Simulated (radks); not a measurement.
Values are calculated unless marked as measured or tabulated.
Species: neutral platinum. Configuration: [Xe] 4f14 5d9 6s1. Code: a radial shooting solver on a logarithmic mesh with Libxc functionals. Model: scalar-relativistic Kohn-Sham, PBE, spin-polarised, spherical densities, point nucleus; open shells are filled with parallel spins first (spin-orbit coupling, left out, can overturn this in heavy ions); hard spherical wall at 2.5 bohr.

Unscreened Slater integrals over Kohn-Sham orbitals (cm^-1). They are taken over the spin-up orbitals. Empty in this configuration: 6p.

| integral | value |
|---|---|
| F0(6s,6s) | 125140 |
| F0(6s,5d) | 133180 |
| G2(6s,5d) | 36296 |
| F0(6s,5p) | 140890 |
| G1(6s,5p) | 20677 |
| F0(6s,4f) | 162410 |
| G3(6s,4f) | 10488 |
| F0(6s,6p) | 125490 |
| G1(6s,6p) | 80488 |
| F0(5d,5d) | 147480 |
| F2(5d,5d) | 82504 |
| F4(5d,5d) | 56668 |
| F0(5d,5p) | 159200 |
| F2(5d,5p) | 84007 |
| G1(5d,5p) | 102630 |
| G3(5d,5p) | 64692 |
| F0(5d,4f) | 182970 |
| F2(5d,4f) | 45344 |
| F4(5d,4f) | 21418 |
| G1(5d,4f) | 15551 |
| G3(5d,4f) | 14459 |
| G5(5d,4f) | 11509 |
| F0(5d,6p) | 133940 |
| F2(5d,6p) | 64976 |
| G1(5d,6p) | 25562 |
| G3(5d,6p) | 26789 |
| F0(5p,5p) | 177060 |
| F2(5p,5p) | 96095 |
| F0(5p,4f) | 217470 |
| F2(5p,4f) | 66788 |
| G2(5p,4f) | 26178 |
| G4(5p,4f) | 21797 |
| F0(5p,6p) | 142960 |
| F2(5p,6p) | 62257 |
| G0(5p,6p) | 14928 |
| G2(5p,6p) | 22771 |
| F0(4f,4f) | 385900 |
| F2(4f,4f) | 190180 |
| F4(4f,4f) | 120790 |
| F6(4f,4f) | 87330 |
| F0(4f,6p) | 168480 |
| F2(4f,6p) | 41844 |
| G2(4f,6p) | 12674 |
| G4(4f,6p) | 12075 |
| F0(6p,6p) | 126320 |
| F2(6p,6p) | 65683 |

Derived for the open shells (J is the average intra-shell exchange parameter used in DFT+U). 5d: Racah B = F2/49 - 5 F4/441 = 1041 cm^-1, C = 35 F4/441 = 4497 cm^-1, C/B = 4.32, F4/F2 = 0.687, J = (F2 + F4)/14 = 9941 cm^-1.
